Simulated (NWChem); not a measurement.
System: CH$_{3}$ClGe, singlet; SMILES [CH3][Ge][Cl]

The following NWChem deck was run.

```
start job
memory heap 200 mb stack 900 mb global 1100 mb
geometry units angstroms noautoz
  Ge    -0.484892     0.498185     0.003553
  Cl     0.226084    -1.591842    -0.003632
  C      1.316819     1.335825     0.004695
  H      1.254075     2.434816     0.012126
  H      1.879783     1.007572    -0.885415
  H      1.884682     0.995997     0.887280
end
basis spherical
  Ge library def2-tzvp
  Cl library def2-tzvp
  C library def2-tzvp
  H library def2-tzvp
end
dft
  xc xcamb88 1.00 lyp 0.81 vwn_5 0.19 hfexch 1.00
  cam 0.33 cam_alpha 0.19 cam_beta 0.46
  iterations 150
  mulliken
end
task dft energy
```

Low-valent species are run as closed-shell singlets; no triplet was tried in these runs. Structure relaxed at the PBE0/def2-SVP level.

### Question
Give the results of this calculation. (CAM-B3LYP/def2-TZVP.) Quantities: energy (Ha); highest occupied level (eV); orbital gap (eV); dipole (D).

### Answer
- energy (Ha) = -2577.28
- highest occupied level (eV) = -8.15
- orbital gap (eV) = 6.51
- dipole (D) = 2.34
